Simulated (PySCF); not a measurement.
Rotational lines of GaH

Lines J+1 ← J of the vibrational ground state, computed from RHF-CCSD(T) constants of GaH, ¹Σ⁺ (singlet), closed shell (PySCF, no relativity, basis sets Ga def2-TZVPPD, H def2-TZVPPD; masses 68.9256 and 1.0078 u), in MHz:

```csv
J,ν (MHz)
0,361939
1,723627
2,1084811
3,1445239
4,1804661
```

Question: Find B0 and the effective bond length r0; with αe = 0.180 cm⁻¹, find Re.

Answer: ν = 2B0(J+1) − 4D(J+1)³ gives B0 = 6.0372 cm⁻¹. With the reduced mass μred = 0.99330 u, r0 = √(16.8576/(μred·B0)) (u, cm⁻¹, Å) = 1.6766 Å. Be = B0 + αe/2 = 6.1272 cm⁻¹ gives Re = 1.664 Å.

Correlated steps freeze 9 core orbitals. Where the molecule has an RHF reference, its open-shell atoms are computed with UHF.
